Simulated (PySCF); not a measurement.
Input of a run (PBE0-D3(BJ)/def2-SVP geometry optimisation, gas phase (PySCF 2.14.0)), started from a GFN2-xTB structure with every atom displaced at random (by about 0.01 Å):
```
{"job": {"xc": "PBE0", "basis": "def2-SVP", "d3": "d3bj", "grid": 1, "shake": 0.01, "kind": "geom"}, "charge": 0, "multiplicity": 1}
N     -1.451380     1.616300    -1.704540
C     -1.182050     0.611040    -1.294650
B     -0.805790    -0.790320    -0.745740
N      0.232050    -0.493810     0.300780
C      0.957240    -0.138920     1.087570
Se     2.162010     0.243380     2.378670
H     -1.710590    -1.312190    -0.217460
H     -0.231410    -1.432430    -1.580690
H      2.087740     1.679810     2.169570
```

Output (energies in Eh, forces in Eh/bohr):
```
step   0  E = -2612.88608360  max force = 0.105305
step   1  E = -2612.89576036  max force = 0.012904
step   2  E = -2612.89602665  max force = 0.002898
step   3  E = -2612.89608340  max force = 0.001295
step   4  E = -2612.89610580  max force = 0.001328
step   5  E = -2612.89611282  max force = 0.000497
step   6  E = -2612.89611407  max force = 0.000229
optimisation converged
```

Problem. Summarise the run.

Solution. The energy falls by 6.3 kcal/mol over 7 energy and gradient evaluations, the largest force component goes from 0.1053 to 2.3e-04 Eh/bohr, and the atoms move by 0.093 Å rms after alignment. The bond that changes most is B3–H7 (four-coordinate boron to B–H hydrogen), which lengthens by 0.049 Å. Bonds longer at the end by more than 0.005 Å: 8 of 8; shorter: 0. Among the angles that change most is B3–N4–C5, from 172.7° to 179.0°. The energy never rose by more than 1e-6 Eh on the way. The first step brought 96 % of the lowering.

Problem. What are the final bond lengths?

Solution. N1≡C2 1.160 Å, C2–B3 1.576 Å, B3–N4 1.545 Å, N4≡C5 1.153 Å, C5–Se6 1.824 Å, B3–H7 1.219 Å, B3–H8 1.219 Å, Se6–H9 1.475 Å. Numbering counts from 1 in the input's order; the species is `[BH2-](C#N)[N+]#C[SeH]`.

The run used 117 basis functions and 49 SCF cycles in all. Hardware: Arm Neoverse V1, one thread (shared host). Cost: 42 s, 0.45 GiB resident at most.

No PBE0-D3(BJ)/def2-SVP frequencies stand behind this structure, so it isn't proved a minimum.
